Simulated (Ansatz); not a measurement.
Species: H$_{2}$BBr, SMILES `BBr` (charge 0, multiplicity 1).

Task: Give a relaxed geometry from B3LYP-D3(BJ)/def2-TZVP in Ansatz (a quantum-chemistry and plane-wave program).

Result: the end point of this relaxation (outside a Z-matrix the atoms follow the SMILES, hydrogens last).
Cartesian coordinates (Å) in one orientation:
```xyz
4

B     -0.200     0.002     0.000
Br     1.703    -0.015     0.003
H     -0.743     1.053    -0.001
H     -0.761    -1.040    -0.001
```
